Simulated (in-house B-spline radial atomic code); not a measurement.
Radial electron density of Xe6+, [Kr] 4d10 5s2. Level of theory: scalar-relativistic (X2C) SCAN, spin-polarised, spherical fractional occupations, Fermi nucleus of rms radius 4.7859 fm; calculated with a B-spline radial code for spherical atoms.

One-electron X2C: radii and densities carry no picture-change correction, so inner-shell <1/r> comes out high (for 1s by about 2 % at Z = 33, 5 % at 54, 10 % at 75, 30 % at 118) and <r> low.

Columns: r (bohr), 4πr²n(r) (electrons per bohr), bar.

```
0.000842    2.371 #
 0.00103    3.249 ##
 0.00127    4.491 ##
 0.00156    6.139 ###
 0.00191    8.299 ####
 0.00235    11.21 #####
 0.00288    14.92 #######
 0.00354    19.69 ##########
 0.00435     25.6 ############
 0.00534    32.63 ################
 0.00655    40.63 ####################
 0.00805    49.31 ########################
 0.00988    57.78 ############################
  0.0121    64.96 ################################
  0.0149    69.83 ##################################
  0.0183    71.12 ###################################
  0.0225    68.79 #################################
  0.0276    64.37 ###############################
  0.0338       61 ##############################
  0.0416    62.41 ##############################
   0.051    70.35 ##################################
  0.0627    82.34 ########################################
  0.0769    90.69 ############################################
  0.0945    88.55 ###########################################
   0.116    76.73 #####################################
   0.142    66.21 ################################
   0.175    67.01 #################################
   0.215    75.41 #####################################
   0.264    74.41 ####################################
   0.324    56.09 ###########################
   0.397    34.04 #################
   0.488    25.18 ############
   0.599    28.34 ##############
   0.735    29.03 ##############
   0.903    21.52 ##########
    1.11    11.94 ######
    1.36    5.855 ###
    1.67    2.801 #
    2.05    1.187 #
    2.52   0.3494 
    3.09  0.06082 
     3.8 0.005037 
    4.66 0.0001929 
    5.73 2.207e-06
```

On this grid the curve has 4 maxima, near 0.0183, 0.0769, 0.215, 0.735 bohr.

The 4d up radial function P(r) = rR(r), positive near the nucleus:

```json
{"r (bohr)": "0.00805", "P": "0.001224"}
{"r (bohr)": "0.0121", "P": "0.003687"}
{"r (bohr)": "0.0183", "P": "0.01099"}
{"r (bohr)": "0.0276", "P": "0.03106"}
{"r (bohr)": "0.0416", "P": "0.08171"}
{"r (bohr)": "0.0627", "P": "0.193"}
{"r (bohr)": "0.0945", "P": "0.3864"}
{"r (bohr)": "0.142", "P": "0.6024"}
{"r (bohr)": "0.215", "P": "0.608"}
{"r (bohr)": "0.324", "P": "0.1131"}
{"r (bohr)": "0.488", "P": "-0.7359"}
{"r (bohr)": "0.735", "P": "-1.19"}
{"r (bohr)": "1.11", "P": "-0.8559"}
{"r (bohr)": "1.67", "P": "-0.3085"}
{"r (bohr)": "2.52", "P": "-0.04432"}
{"r (bohr)": "3.8", "P": "-0.001869"}
```
